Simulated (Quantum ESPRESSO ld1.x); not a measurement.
Results of a calculation; reference values are marked as such.
Species: Tl LVII. Configuration: [Ar] 3d6 7s1 (not the ground configuration). Level of theory: scalar-relativistic Kohn-Sham, LDA (Slater exchange, Perdew-Zunger correlation), spin-polarised, spherical densities, point nucleus; open shells are filled with parallel spins first (ld1.x of Quantum ESPRESSO 7.5). Some entries of the table are withheld. Estimate them.

orbital,occ.,eigenvalue (eV),r(max) (bohr),<r^2> (bohr^2)
1s up,1,-89306.691,0.01003,0.0003689
1s down,1,-89305.697,0.01003,0.0003689
2s up,1,-18897.838,0.05806,0.005559
2s down,1,-18876.748,0.05803,0.005552
2p up,3,-16780.290,0.04822,0.004703
2p down,3,-16762.671,0.04818,0.004695
3s up,1,-6967.880,0.1603,0.03337
3s down,1,-6944.235,0.1604,0.03346
3p up,3,-6351.700,0.1591,0.03373
3p down,3,-6328.212,0.1593,0.03383
3d up,5,-5782.166,(1),0.02697
3d down,1,-5753.313,(2),0.02709
7s up,1,-1028.292,(3),1.410
7s down,0,-1018.944,(4),1.419

Answer. 
(1) 3d up r(max) (bohr): 0.1279
(2) 3d down r(max) (bohr): 0.1281
(3) 7s up r(max) (bohr): 1.243
(4) 7s down r(max) (bohr): 1.245
